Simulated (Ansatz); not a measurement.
## RhCl₆ (charge -3): shapes and states compared

Calculated in Ansatz's Gaussian-basis code. Basis cc-pwCVTZ-PP on Rh, cc-pV(T+d)Z on Cl, scalar-relativistic core potentials (28 electrons on Rh), no spin–orbit coupling, 30 orbitals frozen in the corrections, fitted integrals; active space CAS(10,12). Restricted Hartree–Fock, then the lowest state-specific CASSCF solution met for each case. Single-reference values can break down or jump between states where bonds are stretched. Unlike active orbitals can shift such differences by tenths of an eV, at times by over 1 eV.

Case A, singlet:

```xyz
7

Rh    0.0000    0.0000    0.0000
Cl    2.3500    0.0000    0.0000
Cl   -2.3500    0.0000    0.0000
Cl    0.0000    2.3500    0.0000
Cl    0.0000   -2.3500    0.0000
Cl    0.0000    0.0000    2.3500
Cl    0.0000    0.0000   -2.3500
```

Case B, triplet: the shape of A.

Energy less that of case A, in eV:

```
case  RHF/ROHF  CASSCF
   B    +1.478  +2.202
```

Task: Give the SC-NEVPT2 energies against case A.

Result: B: +1.235 eV (28.5 kcal/mol).

Task: Which case is lowest, and do the methods agree?

Result: A is lowest in SC-NEVPT2. Of the methods shown, RHF/ROHF, CASSCF agree.
